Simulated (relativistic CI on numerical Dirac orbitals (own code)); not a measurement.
**Ligand-field terms of d7**

Computed with a parametric ligand-field model of a d^n configuration (Racah B and C, spin-orbit zeta, crystal field), exact diagonalisation.

Field parameters in Wybourne normalisation: Oh B⁴₀ = 21Dq, B⁴₄ = √(5/14) B⁴₀; Td as Oh with Dq negative (B⁴₀ = 21Dq, B⁴₄ = √(5/14) B⁴₀). The field is a parameter set, without covalency.

(1) A d7 ion in Oh symmetry has the ground term 2E and bands at 4T1 17510 cm⁻¹ (571 nm), 2T1 22854 cm⁻¹ (438 nm), 2T2 23189 cm⁻¹ (431 nm), 2T1 25299 cm⁻¹ (395 nm), 2T2 31082 cm⁻¹ (322 nm), 4T2 40614 cm⁻¹ (246 nm), 4T1 44719 cm⁻¹ (224 nm). Which parameters reproduce them?

(2) A d7 ion in Oh symmetry has the ground term 4T1 and bands at 2E 5196 cm⁻¹ (1925 nm), 4T2 11604 cm⁻¹ (862 nm), 2T1 16322 cm⁻¹ (613 nm), 2T2 16743 cm⁻¹ (597 nm), 4A2 24704 cm⁻¹ (405 nm), 4T1 25558 cm⁻¹ (391 nm). Which parameters reproduce them?

(3) A d7 ion in Oh symmetry has the ground term 4T1 and bands at 2E 3720 cm⁻¹ (2688 nm), 4T2 14240 cm⁻¹ (702 nm), 2T1 17242 cm⁻¹ (580 nm), 2T2 17890 cm⁻¹ (559 nm), 4T1 27330 cm⁻¹ (366 nm), 4A2 30090 cm⁻¹ (332 nm). Which parameters reproduce them?

(4) Ground term and bands for B = 480, C = 1830, ζ = 0 cm⁻¹, Oh, 10Dq = 35000 cm⁻¹?

(5) Ground term and bands for B = 760, C = 3790, ζ = 0 cm⁻¹, Td, 10Dq = -8950 cm⁻¹?

Answers

(1) B = 330, C = 1300, ζ = 0 cm⁻¹, Oh, 10Dq = 23950 cm⁻¹.

(2) B = 1030, C = 3660, ζ = 0 cm⁻¹, Oh, 10Dq = 13100 cm⁻¹.

(3) B = 980, C = 4090, ζ = 0 cm⁻¹, Oh, 10Dq = 15850 cm⁻¹.

(4) Ground term 2E with 1.01 electrons in the two orbitals of the cubic e set. Spin-allowed: 2T1 33453 cm⁻¹ (299 nm), 2T2 33920 cm⁻¹ (295 nm), 2T1 37011 cm⁻¹ (270 nm), 2T2 45346 cm⁻¹ (221 nm). Lowest spin-forbidden: 4T1 25863 cm⁻¹ (387 nm), 4T2 59633 cm⁻¹ (168 nm), 4T1 65603 cm⁻¹ (152 nm).

(5) Ground term 4A2 with 4.00 electrons in the two orbitals of the cubic e set. Spin-allowed: 4T2 8950 cm⁻¹ (1117 nm), 4T1 14445 cm⁻¹ (692 nm), 4T1 23805 cm⁻¹ (420 nm). Lowest spin-forbidden: 2E 16573 cm⁻¹ (603 nm), 2T1 17249 cm⁻¹ (580 nm), 2T2 22653 cm⁻¹ (441 nm). With an A2 ground term the first spin-allowed band lies at |10Dq| itself.
